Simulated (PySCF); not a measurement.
Two species compared at the same levels of theory.

First species: C9H8F2.
SMILES: `C=Cc1ccccc1C(F)F`

Second species: CH₁₀ClFSi₄.
Atom-mapped SMILES: `[F:1][SiH2:2][Si@H:3]([SiH3:4])[SiH2:5][CH2:6][Cl:7]` (hydrogens: H8, H9 on Si2; H10 on Si3; H11, H12, H13 on Si4; H14, H15 on Si5; H16, H17 on C6)

Levels: PBE0/pcSseg-1 for dipole moment, HOMO energy, LUMO energy and HOMO–LUMO gap; GFN2-xTB for rotational constant A and rotational constant C. Geometries: GFN2-xTB. Each structure is a single optimised conformer of the isolated species, non-relativistic unless stated; the electronic structure was computed with PySCF and density fitting.

The conformers computed, where there is a choice (atom-mapped SMILES and torsion angles):
- `[CH2:1]=[CH:2][c:3]1[cH:4][cH:5][cH:6][cH:7][c:8]1[CH:9]([F:10])[F:11]`: C1–C2–C3–C4 36°, C7–C8–C9–F10 -13°
- `[F:1][SiH2:2][Si@H:3]([SiH3:4])[SiH2:5][CH2:6][Cl:7]`: F1–Si2–Si3–Si4 150°, Si2–Si3–Si5–C6 40°, Si3–Si5–C6–Cl7 45°

**Question.** Which has the higher rotational constant A?

**Answer.** The first: 1.373 GHz against 0.866 GHz, a difference of 0.507 GHz.

**Question.** Which has the higher dipole moment?

**Answer.** The first: 2.44 D against 1.27 D, a difference of 1.17 D.

**Question.** Which has the higher HOMO energy?

**Answer.** The first: -7.10 eV against -8.17 eV, a difference of 1.07 eV.

**Question.** Which of the two has the higher HOMO–LUMO gap, and by how much?

**Answer.** The second: 6.82 eV against 5.79 eV, a difference of 1.03 eV.

**Question.** Which of the two has the higher rotational constant C, and by how much?

**Answer.** The first: 0.643 GHz against 0.615 GHz, a difference of 0.028 GHz.

On the first: The dipole matches unit charges of opposite sign 0.51 Å apart (1 e·Å = 4.8032 D).

On the second: The dipole equals about 4.2 × 10⁻³⁰ C·m (1 D = 3.33564 × 10⁻³⁰ C·m).
